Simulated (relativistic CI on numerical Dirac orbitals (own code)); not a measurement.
Calculated at this level of theory: Dirac-Coulomb-Breit CI, separate exchange-only KLI orbitals for each configuration, a model potential for QED, unscaled Slater integrals (own radial code, finite nucleus).

The strongest absorption lines from the ground level of an ion, among the configurations computed and to levels below about 2710 eV (vacuum wavelength in Å, gf): 4.5844 (0.25), 5.9157 (0.48), 5.9310 (0.26), 5.9508 (0.21), 5.9874 (0.11), 6.0569 (1.4), 70.087 (0.13), 74.367 (0.14).

Which ion is it?
A. Br²⁸⁺
B. Cu²⁴⁺
C. Nb³⁶⁺
D. Br³⁰⁺

D. Br³⁰⁺ has 5 electrons and the ground level 2s²2p ²P°1/2; the strongest line goes to 2s²3d ²D3/2. The pattern of lines fixes the number of electrons, and along that sequence the line energies rise steadily with the charge (about as its square where n changes within one kind of shell, about linearly where n is kept but much faster in heavy ions where fine structure, which grows about as Z⁴, sets the gap, and irregularly where shells cross), which fixes Z. Configurations outside the model, such as inner-shell arrays, can give stronger lines. At this charge energies of transitions that change n are usually good to better than 1 %, and those within a shell (Δn = 0) to a few per cent.

LS names give the leading component of a level, which can be under half, so a name can repeat, a term be missing and a line seem to break the LS rules.
